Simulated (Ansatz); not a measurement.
One change: `CC(S)=[Se]` becomes `OC(S)=[Se]`.

Ansatz, PBE0-D4/def2-TZVP geometries, multiplicity 1. Each molecule was computed in one conformer, which needn't be the lowest.

Scalar relativity is left out up to krypton.

| property | `CC(S)=[Se]` |
| --- | --- |
| LUMO energy (ωB97M-V/def2-TZVPP) / eV | -0.26 |
| HOMO energy (PBE0/def2-TZVPP) / eV | -6.22 |
| HOMO energy (B3LYP/def2-TZVPP) / eV | -5.98 |
| size of the dipole moment (ωB97M-V/def2-TZVPP) / D | 3.43 |
| HOMO–LUMO gap (PBE0/def2-TZVPP) / eV | 3.95 |
| HOMO–LUMO gap (PBE/def2-TZVPP) / eV | 2.05 |

(1) What does the change do to each property? (An estimate is asked.)

## Answers

(1) Computed: 
```csv
property,`OC(S)=[Se]`,shift
LUMO energy (ωB97M-V/def2-TZVPP) / eV,0.22,0.48
HOMO energy (PBE0/def2-TZVPP) / eV,-6.60,-0.38
HOMO energy (B3LYP/def2-TZVPP) / eV,-6.36,-0.38
size of the dipole moment (ωB97M-V/def2-TZVPP) / D,1.17,-2.26
HOMO–LUMO gap (PBE0/def2-TZVPP) / eV,4.75,0.80
HOMO–LUMO gap (PBE/def2-TZVPP) / eV,2.82,0.77
```

With PBE0 the HOMO falls by 0.38 eV and the LUMO rises by 0.41 eV, so the gap widens by about 0.79 eV. PBE moves the HOMO by -0.38 eV and ωB97M-V by -0.35 eV. Dipoles are sizes alone; their direction can turn.

B3LYP here is the variant with VWN-RPA as its local correlation; programs differ in this.

Spin–orbit coupling is left out; it splits and shifts lone-pair levels of the heavy atoms by tenths of an eV.
